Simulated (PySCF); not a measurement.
C₅H₁₂AlN.
Cartesian coordinates in Å at the PBE0-D3(BJ)/def2-SVP level; atoms count from 1:
```
atom  x, y, z in Å
C1     2.9283    2.1743   -0.7654
C2     2.5960    1.1689   -0.1530
Al3    2.0032   -0.4255    0.8070
N4    -0.0321   -0.2669    0.4778
C5    -0.5053    1.0016    1.0485
C6    -0.2794   -0.3001   -0.9702
C7    -0.6868   -1.4027    1.1371
H8     3.2399    3.0550   -1.2993
H9     2.0555   -0.3419    2.4069
H10    2.3125   -1.8283    0.0963
H11   -0.2789    1.0248    2.1232
H12   -1.5940    1.1124    0.9016
H13    0.0204    1.8348    0.5629
H14    0.2505    0.5360   -1.4463
H15    0.1079   -1.2408   -1.3847
H16   -1.3603   -0.2243   -1.1822
H17   -0.2963   -2.3419    0.7216
H18   -0.4669   -1.3773    2.2134
H19   -1.7800   -1.3651    0.9879
```

Level: CAM-B3LYP/def2-SVPD in PySCF, non-relativistic, on one gas-phase PBE0-D3(BJ)/def2-SVP geometry that isn't relaxed in the solvent. The solvent is an IEF-PCM continuum (cavity from Bondi-type radii × 1.2), and excitations are vertical TDDFT with non-equilibrium linear response and a frozen core. The model holds no explicit solvent molecules, cavitation or dispersion.

Gas-phase singlets (H = HOMO, L = LUMO):

```csv
state,E (eV),λ (nm),f,leading configurations
S1,5.830,213,0.001,"H→L+1 50%, H-2→L+1 11%, H→L+3 9%"
S2,6.210,200,0.000,"H-1→L+1 36%, H→L+4 18%, H→L+5 12%"
S3,6.317,196,0.001,"H-1→L+4 51%, H-1→L+5 33%"
S4,6.930,179,0.010,"H-2→L+1 39%, H→L 27%, H→L+1 9%"
S5,7.155,173,0.000,"H→L 46%, H→L+1 25%, H→L+3 9%"
```

**Question.** Give the list for chloroform (ε = 4.711), n² = 2.09.

**Answer.** 
```json
{"state": "S1", "E (eV)": "5.926", "λ (nm)": "209", "f": "0.002", "leading configurations": "H→L 44%, H→L+1 11%, H-2→L 10%", "change by rank (eV)": "+0.096"}
{"state": "S2", "E (eV)": "6.253", "λ (nm)": "198", "f": "0.000", "leading configurations": "H-1→L 32%, H→L+2 31%, H-2→L+2 11%", "change by rank (eV)": "+0.043"}
{"state": "S3", "E (eV)": "6.330", "λ (nm)": "196", "f": "0.002", "leading configurations": "H-1→L+2 82%", "change by rank (eV)": "+0.013"}
{"state": "S4", "E (eV)": "7.081", "λ (nm)": "175", "f": "0.014", "leading configurations": "H-2→L 43%, H→L 18%, H-2→L+1 14%", "change by rank (eV)": "+0.151"}
{"state": "S5", "E (eV)": "7.353", "λ (nm)": "169", "f": "0.004", "leading configurations": "H→L+1 54%, H→L 22%, H→L+4 9%", "change by rank (eV)": "+0.198"}
```

**Question.** Give the list for dichloromethane (ε = 8.93), n² = 2.03.

**Answer.** 
```
state  E (eV)  λ (nm)      f             leading configurations  change by rank (eV)
   S1   5.946     209  0.002      H→L 45%, H-2→L 10%, H→L+1 10%               +0.116
   S2   6.266     198  0.000  H-1→L 33%, H→L+2 31%, H-2→L+2 11%               +0.056
   S3   6.335     196  0.001                        H-1→L+2 81%               +0.018
   S4   7.115     174  0.012    H-2→L 46%, H→L 20%, H-2→L+1 12%               +0.185
   S5   7.385     168  0.004                 H→L+1 59%, H→L 18%               +0.230
```

**Question.** How do the frontier levels move from gas to dichloromethane?

**Answer.** 
| orbital | gas (eV) | solvent (eV) | change (eV) | Löwdin shares, gas | Löwdin shares, solvent |
| --- | --- | --- | --- | --- | --- |
| LUMO+2 | 1.76 | 1.70 | -0.06 | Al3 17 %, C7 10 %, H17 8 %, H18 8 % | C1 32 %, C2 30 %, Al3 17 %, H8 8 % |
| LUMO+1 | 1.22 | 1.12 | -0.10 | Al3 39 %, C1 17 %, C2 15 %, H9 5 % | Al3 36 %, C1 7 %, C7 6 %, C2 5 % |
| LUMO | 0.87 | 1.01 | +0.14 | Al3 19 %, C7 11 %, C5 8 %, C6 8 % | Al3 45 %, C1 17 %, C2 15 %, H10 6 % |
| HOMO | -8.52 | -8.89 | -0.37 | C1 25 %, C2 24 %, Al3 18 %, H10 14 % | C1 25 %, C2 25 %, Al3 18 %, H9 14 % |
| HOMO-1 | -8.91 | -9.20 | -0.29 | C1 43 %, C2 42 %, H8 4 %, Al3 4 % | C1 41 %, C2 40 %, Al3 4 %, H8 4 % |
| HOMO-2 | -9.35 | -9.70 | -0.35 | C2 22 %, Al3 22 %, C1 21 %, H9 14 % | Al3 22 %, C2 22 %, C1 20 %, H9 14 % |
| HOMO-3 | -9.86 | -9.87 | -0.01 | Al3 28 %, H10 16 %, H9 16 %, N4 16 % | N4 31 %, Al3 17 %, H10 8 %, H9 7 % |

The HOMO–LUMO gap goes from 9.39 to 9.90 eV. Rows go by rank; for HOMO-3, LUMO, LUMO+1 and LUMO+2 the atom shares or the degeneracy differ between the runs, so the row needn't follow one orbital.

The run took about 60 s of CPU time (one thread, shared machine). This is the whole response run at CAM-B3LYP/def2-SVPD in dichloromethane, SCF included.
